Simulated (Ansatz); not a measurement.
`[SiH3]O[AsH2]` + H₂ → `[AsH3]` + `O[SiH3]`  (hydrogenolysis of the As–O bond)

Isolated molecules relaxed with PBE0-D4/def2-TZVP in Ansatz; ΔE leaves out vibrations. CBS: MP2 limit from def2 TZ/QZ plus the TZ coupled-cluster correction, frozen cores. This one scheme is used for every species. Functionals use def2-TZVPP. For As outer-core shells are correlated without core-valence functions, which leaves a few kJ/mol of doubt a bond. Scalar relativity is left out up to krypton.

CCSD(T)/CBS gives -48.5 kJ/mol.

**Question.** Another level gave -58.1 kJ/mol. Which?
A. CCSD(T)/def2-TZVPP
B. PBE/def2-TZVPP
C. HF/def2-TZVPP
D. RPA@PBE/def2-TZVPP

**Answer.** C. HF/def2-TZVPP -58.1, PBE -52.6, CCSD(T)/def2-TZVPP -48.4, RPA@PBE/def2-TZVPP -42.8 kJ/mol.

**Question.** What do rigid-rotor, harmonic-oscillator terms from PBE0-D4/def2-TZVP frequencies (298.15 K, 1 bar) make of the CCSD(T)/CBS value? (Best estimate.)

**Answer.** The calculation gave: ΔZPE = +14.0 kJ/mol, ΔH = -38.5 kJ/mol, ΔS = 12 J/(mol·K), ΔG = -41.9 kJ/mol. Modes under 50 cm⁻¹ make the entropy rough.

Largest T1 diagnostic among the species: 0.012.

At CCSD(T), def2-SVP lies −9.5 kJ/mol from the extrapolated value and def2-TZVPP +0.2 kJ/mol. From BLYP to BHLYP (50 % exact exchange), in def2-TZVPP and without D4, ΔE moves by −7.7 kJ/mol.
